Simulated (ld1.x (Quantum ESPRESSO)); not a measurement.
Which change was made? (B, PAW)

```
Element                 : boron (B)
Generator               : ld1.x (Quantum ESPRESSO) 7.5
Type                    : PAW
Functional              : PBEsol
Relativity              : scalar-relativistic
Frozen core             : [He]
Valence charge          : 3
Reference configuration : 2s2 2p1
Partial waves           : 2s (bound): rcut 1.50, rcutus 1.85 bohr; 2s channel at 0.4 Ry: rcut 1.50, rcutus 1.85 bohr; 2p (bound): rcut 3.40, rcutus 4.25 bohr; 2p channel at 0.35 Ry: rcut 3.40, rcutus 4.25 bohr
Local potential         : all-electron potential smoothed inside 2.80 bohr (lloc = -1)
Core correction         : a·sin(br)/r model core, default radius (core density twice the valence density)
Augmentation charge     : PSQ, inside the norm-conserving radii
```

Cutoffs, loose and tight: the cutoffs (Ry, on a coarse ladder) from which the occupation-weighted sum of valence levels, in a spherical-Bessel basis at the reference potential, stays within 10 and 1 mRy of its value at 400 Ry. They do not see the model core or the augmentation charge, which bear on the density cutoff. Test errors are all-electron minus pseudo excitation energies from the reference, over the configurations 2s2 2p0; 2s1 2p0; 2s2 2p0.5; 2s1 2p1; 2s1 2p2; 2s2 2p1.3; 2s0 2p3; variants that change the core or the reference have their own tests.

The base gives: outcome: generated; cutoff, loose: 6 Ry; cutoff, tight: 10 Ry; bound ghosts: none; largest test error (meV): +35.

(1) After one change the result is: outcome: generated; cutoff, loose: 6 Ry; cutoff, tight: 10 Ry; bound ghosts: none; largest test error (meV): -11. Which change was it?
A. core none, valence charge 5; reference 1s2 2s1.5 2p1.5; waves now 1s (bound): rcut 0.60, rcutus 0.65 bohr; 2s (bound): rcut 0.60, rcutus 0.65 bohr; 2p (bound): rcut 2.70, rcutus 3.20 bohr; 2p channel at 0.35 Ry: rcut 2.70, rcutus 3.20 bohr; local potential all-electron potential smoothed inside 2.90 bohr (lloc = -1); core correction none
B. local potential all-electron potential smoothed inside 4.88 bohr (lloc = -1)
C. functional PBE
D. waves 2s (bound): rcut 1.20, rcutus 1.28 bohr; 2s channel at 0.4 Ry: rcut 1.20, rcutus 1.28 bohr
E. local potential all-electron potential smoothed inside 2.10 bohr (lloc = -2)

Answers

(1) B. The others give: functional PBE → outcome: generated, overlap not positive; bound ghosts: not determined (overlap not positive); largest test error (meV): test run stopped at test 1 of 7 (negative rho) | local potential all-electron potential smoothed inside 2.10 bohr (lloc = -2) → outcome: generated; cutoff, loose: 6 Ry; cutoff, tight: 10 Ry; bound ghosts: none; largest test error (meV): -26 | waves 2s (bound): rcut 1.20, rcutus 1.28 bohr; 2s channel at 0.4 Ry: rcut 1.20, rcutus 1.28 bohr → outcome: generated; cutoff, loose: 18 Ry; cutoff, tight: 25 Ry; bound ghosts: none; largest test error (meV): -24 | core none, valence charge 5; reference 1s2 2s1.5 2p1.5; waves now 1s (bound): rcut 0.60, rcutus 0.65 bohr; 2s (bound): rcut 0.60, rcutus 0.65 bohr; 2p (bound): rcut 2.70, rcutus 3.20 bohr; 2p channel at 0.35 Ry: rcut 2.70, rcutus 3.20 bohr; local potential all-electron potential smoothed inside 2.90 bohr (lloc = -1); core correction none → outcome: generated; cutoff, loose: 200 Ry; cutoff, tight: 260 Ry; bound ghosts: none; largest test error (meV): test run stopped at test 6 of 7 (negative rho), 5 before it not solved. A file whose overlap is not positive is unfit for use, and its test errors describe a broken file.
